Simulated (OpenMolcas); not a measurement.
## OpenMolcas input wanted

The species is SiH3Te (5 atoms), meant as a doublet with charge 0. As SMILES, `[SiH3][Te]`. The shape comes from GFN2-xTB, which is rough for such elements, and wasn't checked as a minimum.

```xyz
5

Si    0.0000    0.0000    0.0000
Te    0.0000    0.0000    2.4694
H     1.3702    0.0000   -0.4971
H    -0.6855    1.1868   -0.4960
H    -0.6858   -1.1867   -0.4960
```

Settings wanted:

* method: HF
* reference: UHF
* relativity: DKH2
* symmetry: none
* basis set: ANO-RCC-MB
* task: energy
* nucleus: point

**Question.** Give an OpenMolcas 26.06 job that does this.

**Answer.** This one ran through:

step1.inp:
```
* H3SiTe Hartree-Fock

&gateway
 xbas
 Si.ANO-RCC-MB
 Te.ANO-RCC-MB
 H.ANO-RCC-MB
 End of Basis
 zmat
 Si1
 Te2 1 2.469382
 H3 1 1.457549 2 109.93999
 H4 1 1.457536 3 109.02787 2 120.53564
 H5 1 1.457576 4 109.01643 3 -118.94036
 End of ZMAT

&seward
 relativistic=R02E00

&scf
 uhf
 spin=2
 prorbitals=1 1
```

```bash
$ export MOLCAS_MEM=1860
$ pymolcas step1.inp > step1.log
```

Calculated total energy: -7080.41673 Eh.
